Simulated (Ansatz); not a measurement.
`N[Si](O)(F)Br` + HCl → `N[Si](F)(Cl)Br` + H₂O at 700 K and 1 bar (ligand exchange at the Si–O bond).

Calculated with Ansatz (gas phase, PBE0-D4/def2-TZVP geometries, no zero-point term in ΔE). CCSD(T)/CBS adds triple-zeta CCSD(T) − MP2 to the extrapolated MP2 energy (def2 sets, frozen cores). This one scheme is used for every species. For Br outer-core shells are correlated without core-valence functions, which leaves a few kJ/mol of doubt a bond. Scalar relativity is left out up to krypton. Each species was taken in one conformer, which may not be the lowest.

```
         species  CCSD(T)/CBS energy (Eh)  H − E (kJ/mol)  S (J/(mol·K))
 `N[Si](O)(F)Br`              -3094.09073           191.7          456.9
             HCl               -460.38127            38.4          211.8
`N[Si](F)(Cl)Br`              -3478.08790           153.8          461.8
             H₂O                -76.37941            80.5          218.4
```

H − E and S are ideal-gas, rigid-rotor, harmonic terms from PBE0-D4/def2-TZVP, for one conformer and one mirror image of each species. 1 Eh = 2625.50 kJ/mol, R = 8.31446 J/(mol·K).

Question: By hand: ΔE, ΔH, ΔS and ΔG.

Answer: ΔE = (-3478.08790) + (-76.37941) − (-3094.09073) − (-460.38127) = 0.00469 Eh = 12.3 kJ/mol. Δ(H − E) = 153.8 + 80.5 − 191.7 − 38.4 = 4.2, so ΔH = 16.5 kJ/mol. ΔS = 461.8 + 218.4 − 456.9 − 211.8 = 11.5 J/(mol·K). ΔG = 16.5 − 700 × (11.5)/1000 = 8.4 kJ/mol.

Question: By hand: the equilibrium constant, and the temperature at which ΔG would vanish if ΔH and ΔS stayed fixed.

Answer: log₁₀ K = −ΔG/(RT ln 10) = -0.6. ΔG = 0 at ΔH/ΔS = 1435 K, though so small a ΔS makes that figure unsure.

TΔS isn't small against ΔH here. A doubt of 5 kJ/mol in ΔE shifts log₁₀ K by 0.4 here. Other conformers and mirror images would add mixing entropy, several J/(mol·K) or more a flexible species. These are equilibria of isolated gas molecules and say nothing of rates. Largest T1 diagnostic: 0.009 (customary marks: 0.02 for closed shells, 0.045 for open ones).
